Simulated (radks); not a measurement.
Results of a calculation; reference values are marked as such.
Q: Mean orbital radii <r> (bohr) of the iridium ion Ir+, [Xe] 4f14 5d7 6s1, of relativity; Dirac values are averaged over j with weights 2j + 1. Spin-unpolarised spherical Kohn-Sham, PBEsol, point nucleus unless stated (finite: rms radius 5.4032 fm), a radial shooting solver on a logarithmic mesh with Libxc functionals. A level marked "c x" has the speed of light scaled by that factor and shares open shells by 2j + 1; other Dirac levels either fill j = l - 1/2 first or share by 2j + 1.

| shell | non-rel. |
|---|---|
| 2p | 0.07012 |
| 3s | 0.2099 |
| 3p | 0.2001 |
| 3d | 0.1750 |
| 4s | 0.4646 |
| 4p | 0.4698 |
| 4d | 0.4809 |
| 5s | 1.078 |
| 4f | 0.5213 |
| 5p | 1.179 |
| 5d | 1.630 |
| 6s | 2.998 |

Give the values at the level "Dirac, c x 5".

A: 
shell  Dirac, c x 5  change of magnitude (%)
2p          0.06995                    -0.24
3s           0.2092                    -0.35
3p           0.1997                    -0.19
3d           0.1750                    -0.04
4s           0.4631                    -0.33
4p           0.4690                    -0.17
4d           0.4808                    -0.02
5s            1.074                    -0.34
4f           0.5219                    +0.10
5p            1.177                    -0.15
5d            1.632                    +0.09
6s            2.986                    -0.38
